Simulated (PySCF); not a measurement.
WOF3 relaxed at several levels

Computed with PySCF 2.14.0, def2-SVP on the ligands, density fitting, scalar-relativistic core potentials, no spin-orbit coupling, vacuum. Each row is relaxed at its own level from the same template. Distances are means of the shortest metal–ligand contacts, charges and spins Mulliken's.

```csv
level,basis on the metal,state,point group,M–O (Å),M–F (Å),charge on M (e),spin on M (e),dipole (D),HOMO–LUMO gap (eV),"strongest infrared band, degenerate modes summed (cm⁻¹)",unstable modes (below −25 cm⁻¹)
BP86,def2-SVP with ECP60,doublet,Cs,1.713,1.874,1.08,0.92,0.72,1.33,697,0
```

Task: What does the calculation give for r2SCAN, def2-SVP with ECP60?

Result: state: doublet, point group: Cs, M–O (Å): 1.702, M–F (Å): 1.864, charge on M (e): 1.26, spin on M (e): 0.94, dipole (D): 0.69, HOMO–LUMO gap (eV): 1.91, unstable modes (below −25 cm⁻¹): not given.
```xyz
5

W    -0.0462    0.0947   -0.0511
O     1.0524    1.1701    0.6783
F    -1.2526   -1.1575    0.6737
F     1.0881   -1.1689   -0.7959
F    -1.3519    1.2524   -0.6797
```

Moved off a saddle point of the template and relaxed again: BP86, r2SCAN. One start shape was tried for each, so a minimum needn't be the lowest isomer. Open shells may have lower solutions than those found.
